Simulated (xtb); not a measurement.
xtb input (GFN1-xTB):

```bash
xtb mol.xyz --gfn 1 --opt tight --chrg 0 --uhf 0
```
mol.xyz:
```
8

Si    -2.12757141    -0.04419921     0.03306321
Si     0.15965135    -0.20058441     0.49450411
Cl     1.00252976     1.68152035     0.37390363
Cl     1.04739383    -1.43433144    -0.90445564
H     -2.73459779    -1.39333050     0.10852280
H     -2.29432823     0.51180563    -1.32798614
H     -2.76686738     0.84782289     1.02801429
H      0.49797330    -0.74153869     1.82489055
```

End of the output:

```

optimized geometry written to: xtbopt.xyz

           -------------------------------------------------
          | TOTAL ENERGY              -14.510010288381 Eh   |
          | GRADIENT NORM               0.000048618796 Eh/α |
          | HOMO-LUMO GAP               4.522469752858 eV   |
           -------------------------------------------------

------------------------------------------------------------------------
------------------------------------------------------------------------
 total:
 SCF:
 ANC optimizer:
Note: The following floating-point exceptions are signalling: IEEE_DENORMAL
normal termination of xtb
```
